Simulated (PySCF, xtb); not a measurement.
C2H5Se2, SMILES [CH2][Se][Se]C, multiplicity 2. Other conformers were not sampled.

Harmonic wavenumbers (cm⁻¹) from GFN2-xTB (xtb 6.7.1) at its own minimum, in rising order: 28, 92, 125, 147, 222, 310, 388, 559, 735, 830, 869, 879, 1280, 1313, 1427, 1428, 3008, 3020, 3030, 3081, 3140.

Problem. What does r2SCAN-D4/def2-SVP (PySCF) give at its own minimum? (The exact figures need the calculation; the answer reports its results.)

Solution. 66, 132, 163, 183, 220, 287, 376, 584, 679, 844, 898, 907, 1278, 1339, 1425, 1441, 3048, 3145, 3170, 3190, 3296. Paired by order, the mean absolute difference is 46 cm⁻¹ and the zero-point energies are 37.0 and 38.1 kcal/mol.
